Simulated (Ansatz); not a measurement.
One change: `CC[O][Zr]([OH])([F])[Cl]` becomes `C[NH][Zr]([OH])([F])[Cl]`.

Ansatz, PBE0-D4/def2-TZVP geometries, multiplicity 1. Each molecule was computed in one conformer, which needn't be the lowest.

Elements past krypton have def2 core potentials.

```csv
property,`CC[O][Zr]([OH])([F])[Cl]`
size of the dipole moment (ωB97M-V/def2-TZVPP) / D,3.90
HOMO energy (PBE0/def2-TZVPP) / eV,-8.59
zero-point energy (PBE0-D4/def2-TZVP) / kJ/mol,225.3
size of the dipole moment (PBE/def2-TZVPP) / D,3.88
HOMO energy (PBE/def2-TZVPP) / eV,-7.12
size of the dipole moment (B3LYP/def2-TZVPP) / D,3.92
```

Question: Give the same properties after the change, and the shifts. (Estimate.)

Answer: Computed: 
```json
{"property": "size of the dipole moment (ωB97M-V/def2-TZVPP) / D", "`C[NH][Zr]([OH])([F])[Cl]`": "3.24", "shift": "-0.66"}
{"property": "HOMO energy (PBE0/def2-TZVPP) / eV", "`C[NH][Zr]([OH])([F])[Cl]`": "-7.25", "shift": "1.34"}
{"property": "zero-point energy (PBE0-D4/def2-TZVP) / kJ/mol", "`C[NH][Zr]([OH])([F])[Cl]`": "181.6", "shift": "-43.7"}
{"property": "size of the dipole moment (PBE/def2-TZVPP) / D", "`C[NH][Zr]([OH])([F])[Cl]`": "3.28", "shift": "-0.60"}
{"property": "HOMO energy (PBE/def2-TZVPP) / eV", "`C[NH][Zr]([OH])([F])[Cl]`": "-5.93", "shift": "1.19"}
{"property": "size of the dipole moment (B3LYP/def2-TZVPP) / D", "`C[NH][Zr]([OH])([F])[Cl]`": "3.29", "shift": "-0.63"}
```

With PBE0 the HOMO rises by 1.34 eV and the LUMO falls by 0.23 eV, so the gap narrows by about 1.57 eV. PBE moves the HOMO by 1.19 eV and ωB97M-V by 1.37 eV. The zero-point energy changes by -43.7 kJ/mol with -6 modes. Dipoles are sizes alone; their direction can turn.

B3LYP here is the variant with VWN-RPA as its local correlation; programs differ in this.
